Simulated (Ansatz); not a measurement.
Reaction (formal exchange of groups at the Si–Si bond): `O[SiH](Cl)[Si](O)(O)O` + `F[SiH2]Cl` → `O[Si@H](Cl)[Si@H](F)Cl` + `O[SiH](O)O`

Isolated molecules relaxed with PBE0-D4/def2-TZVP in Ansatz; ΔE leaves out vibrations. CCSD(T)/CBS adds triple-zeta CCSD(T) − MP2 to the extrapolated MP2 energy (def2 sets, frozen cores). This one scheme is used for every species. DFT in def2-TZVPP. B3LYP here is the variant with VWN-RPA as its local correlation; programs differ in this. One conformer a species, not always the lowest.

```tsv
level	ΔE (kJ/mol)	difference from CCSD(T)/CBS
PBE-D4	0.9	-0.3
r2SCAN-D4	0.5	-0.7
ωB97M-V	2.0	0.8
B2PLYP	0.8	-0.4
PBE	-0.9	-2.1
r2SCAN	-0.1	-1.3
B3LYP	-0.4	-1.6
HF/def2-TZVPP	0.8	-0.4
MP2/def2-TZVPP	2.2	1.0
SCS-MP2/def2-TZVPP	2.0	0.8
HF/def2-QZVPP	0.4	-0.8
MP2/def2-QZVPP	1.3	0.1
SCS-MP2/def2-QZVPP	1.3	0.1
HF/CBS(def2)	0.4	-0.8
MP2/CBS(def2)	0.9	-0.3
CCSD/CBS(def2)	1.0	-0.2
CCSD(T)/CBS	1.2	0
```

Largest T1 diagnostic among the species: 0.012.
